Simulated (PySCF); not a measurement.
B(OH)2(SMe) (CH5BO2S), SMILES OB(SC)O.

Geometry optimised at B3LYP-D3(BJ)/def2-SVP. Other conformers were not sampled.

Two levels are set side by side: TDDFT-PBE/def2-SVPD (PySCF) and TDDFT-CAM-B3LYP/def2-SVPD (PySCF). Vertical, same geometry. The lowest singlet is HOMO→LUMO 100 % with PBE and HOMO→LUMO 90 % with the other functional; states are paired by order. Differences are taken from unrounded values.

| quantity | TDDFT-CAM-B3LYP |
|---|---|
| lowest singlet excitation (eV) | 5.75 |
| lowest triplet excitation (TDA) (eV) | 5.59 |
| first bright state (f over 0.05) (eV) | 7.04 |
| its oscillator strength | 0.05 |

### Question
What does TDDFT-PBE give, and how far is it from TDDFT-CAM-B3LYP? (Estimate from the structure and the level; the computed values follow.)

### Answer

```tsv
quantity	TDDFT-PBE	TDDFT-PBE minus TDDFT-CAM-B3LYP
lowest singlet excitation (eV)	4.47	-1.28
lowest triplet excitation (TDA) (eV)	4.41	-1.17
first bright state (f over 0.05) (eV)	6.50	-0.54
its oscillator strength	0.19	0.14
```

Functionals without exact exchange tend to place singlet excitations lower, as here. Differences between two approximate levels are no errors against the true value.

Rough cost on one machine, each run with all the roots and properties that it gave: TDDFT-CAM-B3LYP against TDDFT-PBE about 4 times.
